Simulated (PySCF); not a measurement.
C3H6AuN, SMILES [CH3][Au]<-[C-]#[N+]C, multiplicity 1. Atoms are numbered in the order given.

```xyz
11

Au     0.0000     0.0000     0.5146
C      0.0000     0.0000     2.5747
H      0.8969     0.5178     2.9762
H     -0.8969     0.5178     2.9762
H      0.0000    -1.0356     2.9762
C      0.0000     0.0000    -4.0591
N      0.0000     0.0000    -2.6491
C      0.0000     0.0000    -1.4680
H     -0.9011     0.5203    -4.4423
H      0.9011     0.5203    -4.4423
H      0.0000    -1.0406    -4.4423
```

Geometry: PBE-D3(BJ)/def2-SVP. The spin state was assumed, not searched. The isomer is the one that the SMILES or the coordinates give; other isomers of the formula were not compared. The def2 effective core potentials stand for the cores of Au; spin–orbit coupling is left out.

Method: PBE-D3(BJ)/def2-SVP (PySCF).

Frequencies are harmonic and unscaled.

A small imaginary wavenumber (i) marks a very flat motion, where grid noise or a shallow saddle decides the sign.

Modes within 1.5 cm⁻¹ of each other (mostly degenerate sets) share a row, with their intensities summed.

| mode | ν (cm⁻¹) | IR (km/mol) | Raman (Å⁴/amu) | depolarisation | moving atoms (share of kinetic energy) |
|---|---|---|---|---|---|
| 1 | 17i | 0.0 | 0.0 | – | H 100 % |
| 2–3 | 55 | 1.7 | 0.1 | – | C 67 %, H 26 % |
| 4–5 | 181 | 4.2 | 0.2 | 0.75 | N 48 %, C 26 %, H 20 % |
| 6 | 312 | 3.5 | 3.9 | 0.08 | C 50 %, N 26 %, Au 16 % |
| 7–8 | 389 | 13.0 | 6.2 | 0.75 | C 69 %, N 20 %, H 9 % |
| 9 | 549 | 13.4 | 7.0 | 0.24 | C 74 %, H 20 % |
| 10–11 | 723 | 38.7 | 0.2 | 0.75 | H 79 %, C 20 % |
| 12 | 1026 | 0.0 | 2.2 | 0.00 | C 73 %, N 16 %, H 11 % |
| 13–14 | 1085 | 1.2 | 0.3 | 0.75 | H 73 %, C 20 % |
| 15 | 1169 | 1.7 | 4.6 | 0.75 | H 81 %, C 19 % |
| 16–18 | 1381 | 28.7 | 153.1 | 0.42 | H 83 %, C 17 % |
| 19–20 | 1404 | 25.1 | 54.7 | 0.75 | H 97 % |
| 21 | 2236 | 512.0 | 509.4 | 0.39 | N 52 %, C 47 % |
| 22 | 2954 | 23.0 | 261.5 | 0.05 | H 97 % |
| 23 | 2972 | 18.9 | 449.5 | 0.08 | H 97 % |
| 24–25 | 3049 | 20.8 | 269.8 | 0.75 | H 91 %, C 9 % |
| 26–27 | 3068 | 1.1 | 272.3 | 0.75 | H 90 %, C 10 % |
